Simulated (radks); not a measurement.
Values are calculated unless marked as measured or tabulated.
Valence configurations of the zinc ion Zn3+ (all share [Ar]). Code: a radial shooting solver on a logarithmic mesh with Libxc functionals. Model: scalar-relativistic Kohn-Sham, PBE, spin-polarised, spherical densities, finite nucleus; open shells are filled with parallel spins first; Fermi nuclear charge, rms radius 3.9283 fm. Energies are relative to 3d9; eigenvalues in eV for spin up.

| valence | E (eV) | moment (Bohr magnetons) | e(3d) | e(4p) | e(4s) |
|---|---|---|---|---|---|
| 3d9 | 0.000 | 1 | -51.278 | - | - |
| 3d8.5 4s0.5 | 7.637 | 2 | -55.731 | - | -37.517 |
| 3d8 4s1 | 16.260 | 3 | -60.365 | - | -39.261 |
| 3d8 4p1 | 25.814 | 3 | -61.707 | -30.438 | - |
| 3d7.5 4s1.5 | 27.032 | 3 | -65.123 | - | -40.412 |
| 3d7 4s2 | 39.036 | 3 | -70.067 | - | -41.548 |
| 3d7 4s1 4p1 | 47.003 | 5 | -71.418 | -33.066 | -43.293 |
| 3d7 4p2 | 57.248 | 5 | -72.682 | -33.703 | - |
| 3d6.5 4s0.5 4p2 | 69.973 | 6 | -77.752 | -34.923 | -45.509 |
| 3d6 4s1 4p2 | 83.994 | 7 | -82.978 | -36.113 | -47.014 |

NIST lists [Ar] 3d9 as the ground configuration; this level of theory agrees among the configurations tried. The energies are those of spherical high-spin densities, not of single terms.
